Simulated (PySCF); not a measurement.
CdS: one state, many levels of theory

State: ¹Σ⁺ (singlet), closed shell. Set-up: Cd x2c-TZVPPall, S x2c-TZVPPall; spin-free X2C with a Gaussian nucleus (PySCF 2.14). De refers to Cd + S in their high-spin ground configurations, without counterpoise correction. A positive dipole means Cd(−)S(+).

```json
{"Level": "RHF", "Re (Å)": "2.281", "ωe (cm⁻¹)": "362", "De (eV)": "-0.59", "μ (D)": "-7.60", "CPU s a point (SCF and correlation, without the integrals)": "1.6"}
{"Level": "RHF-MP2", "Re (Å)": "2.221", "ωe (cm⁻¹)": "403", "De (eV)": "1.02", "μ (D)": "n/a", "CPU s a point (SCF and correlation, without the integrals)": "2.8"}
{"Level": "RHF-SCS-MP2", "Re (Å)": "2.244", "ωe (cm⁻¹)": "385", "De (eV)": "0.88", "μ (D)": "n/a", "CPU s a point (SCF and correlation, without the integrals)": "n/a"}
{"Level": "RHF-CCSD", "Re (Å)": "2.258", "ωe (cm⁻¹)": "371", "De (eV)": "0.60", "μ (D)": "n/a", "CPU s a point (SCF and correlation, without the integrals)": "n/a"}
{"Level": "RHF-CCSD(T)", "Re (Å)": "2.255", "ωe (cm⁻¹)": "376", "De (eV)": "0.85", "μ (D)": "n/a", "CPU s a point (SCF and correlation, without the integrals)": "91"}
{"Level": "PBE", "Re (Å)": "2.248", "ωe (cm⁻¹)": "380", "De (eV)": "1.25", "μ (D)": "-5.28", "CPU s a point (SCF and correlation, without the integrals)": "2.8"}
{"Level": "PBEsol", "Re (Å)": "2.221", "ωe (cm⁻¹)": "398", "De (eV)": "1.54", "μ (D)": "-5.23", "CPU s a point (SCF and correlation, without the integrals)": "1.9"}
{"Level": "r²SCAN", "Re (Å)": "2.229", "ωe (cm⁻¹)": "398", "De (eV)": "1.18", "μ (D)": "-5.76", "CPU s a point (SCF and correlation, without the integrals)": "4"}
{"Level": "r²SCANh", "Re (Å)": "2.227", "ωe (cm⁻¹)": "400", "De (eV)": "1.08", "μ (D)": "-5.95", "CPU s a point (SCF and correlation, without the integrals)": "6"}
{"Level": "B3LYP", "Re (Å)": "2.265", "ωe (cm⁻¹)": "366", "De (eV)": "0.85", "μ (D)": "-5.52", "CPU s a point (SCF and correlation, without the integrals)": "5.4"}
{"Level": "PBE0", "Re (Å)": "2.237", "ωe (cm⁻¹)": "392", "De (eV)": "1.04", "μ (D)": "-5.97", "CPU s a point (SCF and correlation, without the integrals)": "9.1"}
{"Level": "r²SCAN0", "Re (Å)": "2.224", "ωe (cm⁻¹)": "403", "De (eV)": "0.95", "μ (D)": "-6.23", "CPU s a point (SCF and correlation, without the integrals)": "6"}
{"Level": "ωB97M-V", "Re (Å)": "2.237", "ωe (cm⁻¹)": "392", "De (eV)": "1.07", "μ (D)": "-6.25", "CPU s a point (SCF and correlation, without the integrals)": "15"}
```

The bond length runs from 2.221 Å (RHF-MP2) to 2.281 Å (RHF). De spans -0.59 eV (RHF, mean field) to 1.54 eV (PBEsol, GGA). Correlation at CCSD(T) changes the Hartree–Fock bond energy by +1.44 eV; the triples alone change it by +0.25 eV.

Correlated steps freeze 19 core orbitals. Where the molecule has an RHF reference, its open-shell atoms are computed with UHF. The CCSD T1 diagnostic is raised, a sign that a single reference may not be enough here. A negative De means that the minimum lies above the separated atoms at that level.

The whole job (state search and all levels along the bond) took about 14 min on 2 threads of Arm Neoverse V2 (shared host), peak memory 5.9 GiB.
